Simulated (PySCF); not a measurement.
A PySCF script (with the pyscf-properties extension) for the NMR shieldings of `InChI=1S/C5H11As/c1-3-4-5-6-2/h3,6H,1,4-5H2,2H3`, on a PBE0-D3(BJ)/def2-SVP geometry:

```python
import basis_set_exchange as bse
import numpy as np
from pyscf import gto, dft
from pyscf.prop import nmr

atoms = """
C     3.094291   -0.393921    0.803716
C     1.874592    0.131898    0.922615
C     1.146387    0.859147   -0.165641
C    -0.126968    0.155230   -0.636707
As   -1.507797   -0.051663    0.772534
C    -2.986948   -0.559051   -0.422392
H     3.663393   -0.310060   -0.128596
H     3.572238   -0.924305    1.631557
H     1.341128    0.019213    1.875481
H     1.824408    0.995444   -1.025302
H     0.885573    1.874665    0.185636
H    -0.573082    0.698412   -1.484187
H     0.114596   -0.862054   -0.986345
H    -1.857094    1.437790    0.818057
H    -3.058408    0.097836   -1.300601
H    -3.933564   -0.524339    0.135429
H    -2.826002   -1.593822   -0.758285
"""
names = dict.fromkeys(["C", "As", "H"], "pcSseg-1")
basis = {el: gto.basis.parse(bse.get_basis(n, elements=[el], fmt="nwchem")) for el, n in names.items()}
mol = gto.M(atom=atoms, basis=basis, charge=0, verbose=0)
mf = dft.RKS(mol, xc="B3LYP")
mf.grids.level = 2
mf.grids.alignment = dft.numint.BLKSIZE   # the property module wants whole blocks of grid points
mf.conv_tol = 1e-9
mf.kernel()

calc = nmr.RKS(mf)   # GIAO
C = mf.mo_coeff
Co = C[:, mf.mo_occ > 0]
resp = mf.gen_response(singlet=True, hermi=2)
def vind(x):   # induced exchange potential for any number of trial vectors
    d = np.einsum("pi,xij,qj->xpq", C, 2 * x.reshape(-1, C.shape[1], Co.shape[1]), Co, optimize=True)
    return np.einsum("xpq,pi,qj->xij", resp(d - d.transpose(0, 2, 1)), C, Co, optimize=True).ravel()
mo1, _ = nmr.rhf.solve_mo1(calc, with_cphf=vind)
sigma = calc.kernel(mo1)
for i, s in enumerate(sigma):   # ppm
    print("%2d %-2s %9.2f" % (i, mol.atom_pure_symbol(i), np.trace(s) / 3))
```

Task: What are the results?

Result: 
```
 0 C      57.49
 1 C      29.23
 2 C     140.57
 3 C     146.15
 4 As   1465.91
 5 C     171.76
 6 H      26.16
 7 H      26.27
 8 H      25.03
 9 H      29.03
10 H      29.18
11 H      29.38
12 H      30.26
13 H      28.27
14 H      30.13
15 H      30.44
16 H      30.72
```

These numbers come from an equivalent density-fitted implementation of the same equations, which agrees with the script to about 0.01 ppm for H and up to a few tenths of a ppm for heavy atoms, so last digits may differ.

Relativistic effects, spin–orbit coupling among them, are left out; they matter for As and for the light atoms bonded to it.

Size and cost of the density-fitted run: 181 basis functions, 22 s wall time on 1 thread of an Arm Neoverse V1, shared host.
